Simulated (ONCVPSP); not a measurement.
## Ce (Z = 58): excitation energies, all-electron against ONCV

| Quantity | Value |
| --- | --- |
| Element | cerium (Ce) |
| Generator | ONCVPSP 4.0.1 |
| Type | optimised norm-conserving Vanderbilt (ONCV) |
| Functional | PBEsol |
| Relativity | scalar-relativistic |
| Frozen core | [Kr] 4d10 |
| Valence charge | 12 |
| Reference configuration | 4f1 5s2 5p6 5d1 (charge +2) |
| Partial waves | 5s: rc 2.50 bohr, ncon 4, nbas 8, qcut 4.2 1/bohr, 2 projectors, debl 3 Ha; 5p: rc 3.00 bohr, ncon 5, nbas 9, qcut 5 1/bohr, 2 projectors, debl 2.5 Ha; 5d: rc 3.10 bohr, ncon 4, nbas 9, qcut 5.5 1/bohr, 2 projectors, debl 3.2 Ha; 4f: rc 1.20 bohr, ncon 4, nbas 9, qcut 11.5 1/bohr, 3 projectors, debl 3 Ha |
| Local potential | polynomial inside 1.00 bohr (lpopt 3, dvloc0 -1 Ha) |
| Core correction | none |

In the s channel the program set the typed energies aside and used -1.963, 0.050 Ha. In the p channel the program set the typed energies aside and used -1.321, 0.050 Ha.

Energies are relative to the spin-unpolarised reference configuration 4f1 5s2 5p6 5d1; without spin polarisation the order of configurations can differ from experiment.

Task: Give the all-electron excitation energy and the error of the potential for: 4f1 5s2 5p6 5d1 6s2; 4f1 5s2 5p6 5d1 6s1; 4f1 5s2 5p6 5d0; 4f1 5s2 5p5 5d1 6s2.

Result:

```
valence configuration  charge  ΔE all-electron (eV)  error AE − PS (meV)
  4f1 5s2 5p6 5d1 6s2       0               -17.141                 +2.7
  4f1 5s2 5p6 5d1 6s1      +1               -11.038                 +2.4
      4f1 5s2 5p6 5d0      +3                19.137                 -6.0
  4f1 5s2 5p5 5d1 6s2      +1                10.731                  -35
```

Levels in the configuration 4f1 5s2 5p6 5d1 6s2:

```tsv
level	all-electron (eV)	pseudo (eV)
4f	-5.423	-5.346
5s	-40.613	-40.586
5p	-23.225	-23.220
5d	-3.073	-3.080
6s	-3.770	-3.769
```

Note: ghosts flagged at negative energy: s at -119.9 eV; GHOST(+) flagged for p at 5.8 eV. A true bound ghost makes a file unfit for plane-wave use.
